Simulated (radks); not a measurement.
Results of a calculation; reference values are marked as such.
Charge is removed step by step from the 4s up level of the manganese ion Mn+, starting from [Ar] 3d5 4s(up 1, down 0). Code: a radial shooting solver on a logarithmic mesh with Libxc functionals. Model: scalar-relativistic Kohn-Sham, SCAN, spin-polarised, spherical densities, finite nucleus; open shells are filled with parallel spins first; meta-GGA in the generalised Kohn-Sham scheme; Fermi nuclear charge, rms radius 3.7057 fm.

removed (e)  E - E(0) (eV)  eigenvalue (eV)
0                    0.000          -13.042
0.125                1.721          -14.026
0.25                 3.510          -14.872
0.375                5.419          -15.603
0.5                  7.399          -16.342
0.625                9.502          -17.116
0.75                11.688          -17.915
0.875               13.998          -18.718

The mean slope of the eigenvalue, de/dn, is 6.49 eV per electron.
